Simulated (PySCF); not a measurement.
## Dipole moment and polarisability of SiSe

Species: SiSe (singlet state).
Cartesian coordinates in Å at the PBE0-D3(BJ)/def2-TZVP level; atoms count from 1:
```xyz
2
SiSe angstrom
Si     1.039   -0.027    0.001
Se    -1.022   -0.002   -0.013
```

Level: CAM-B3LYP/aug-cc-pVTZ (PySCF), static field, nuclei fixed, core orbitals frozen in the response. The polarisability tensor in these axes (au):

```
x   79.08 -0.39  0.20
y   -0.39 47.20  0.00
z    0.20  0.00 47.19
```

Task: Give the principal values, the mean and the anisotropy Δα = √{½[(α1 − α2)² + (α2 − α3)² + (α1 − α3)²]}.

Result: Principal values 47.19, 47.19 and 79.09 au; mean 57.82 au = 8.57 Å³ = 9.53 × 10⁻⁴⁰ C²·m²/J; Δα = 31.90 au (55 % of the mean).

Task: What is the dipole moment, and where does it point?

Result: (1.61, -0.02, 0.01) D, 1.62 D in size, pointing from the negative to the positive side. Measured along this direction, the outermost atoms are Se2 at the negative end and Si1 at the positive end.

Task: In a dilute gas of rigid molecules at 298 K, how does the orientational term μ²/3kT compare with the electronic polarisability?

Result: In Gaussian units μ²/3kT = 21.14 Å³ against 8.57 Å³, a ratio of 2.47; the Debye molar polarisation (4π/3)N_A(α + μ²/3kT) is 74.9 cm³/mol, leaving out the vibrational part.

Task: What molar refraction does this α imply?

Result: Lorentz–Lorenz: R = (4π/3)N_A α = 2.5225 cm³/(mol·Å³) × 8.57 Å³ = 21.6 cm³/mol, in the limit of long wavelengths.

Task: What depolarisation ratio follows for Rayleigh scattering of linearly polarised light, taking the static tensor?

Result: ρ = 3Δα²/(45ᾱ² + 4Δα²) = 3052.4/(150461 + 4069.9) = 0.0198.

Geometry: PBE0-D3(BJ)/def2-TZVP; no solvent, vibrations or thermal averaging. The calculation is non-relativistic, for selenium too.
